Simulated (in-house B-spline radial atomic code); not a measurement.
A radial electron density 4πr²n(r) was computed for an atom or ion in its tabulated ground configuration with an all-electron radial atomic-structure program (B-spline basis); method: non-relativistic PBE0, spin-polarised, spherical fractional occupations, exact exchange averaged over the configuration. Columns: r (bohr), 4πr²n(r) (electrons per bohr), bar.

```
 0.00149    1.457 #
 0.00181    2.091 #
 0.00221    3.009 ##
 0.00269    4.274 ###
 0.00328    6.033 ####
   0.004    8.422 #####
 0.00488     11.6 #######
 0.00594    15.66 ##########
 0.00724    20.76 #############
 0.00883    26.87 #################
  0.0108    33.85 ######################
  0.0131     40.8 ##########################
   0.016    47.42 ###############################
  0.0195    52.34 ##################################
  0.0237    54.65 ###################################
  0.0289    53.96 ###################################
  0.0352    50.97 #################################
  0.0429    47.76 ###############################
  0.0523    47.28 ##############################
  0.0638    51.63 #################################
  0.0777     59.8 #######################################
  0.0947    67.27 ###########################################
   0.115     68.3 ############################################
   0.141    60.65 #######################################
   0.171    50.21 ################################
   0.209       45 #############################
   0.255    48.76 ###############################
    0.31    53.88 ###################################
   0.378    50.13 ################################
   0.461    36.04 #######################
   0.562    20.99 ##############
   0.684    13.73 #########
   0.834    13.48 #########
    1.02    13.87 #########
    1.24    11.27 #######
    1.51    6.969 ####
    1.84    3.342 ##
    2.24    1.273 #
    2.73   0.3785 
    3.33  0.08304 
    4.06  0.01216 
    4.94 0.001064
```

Question: Which atom or ion is it?
A. Rh3+
B. Ru4+
C. Mo3+
D. Ru3+

Answer: D. The area under the curve, ∫4πr²n dr = ∫r·4πr²n d(ln r) on this logarithmic grid, is 41 electrons, which only this option has. The configuration is [Kr] 4d5.
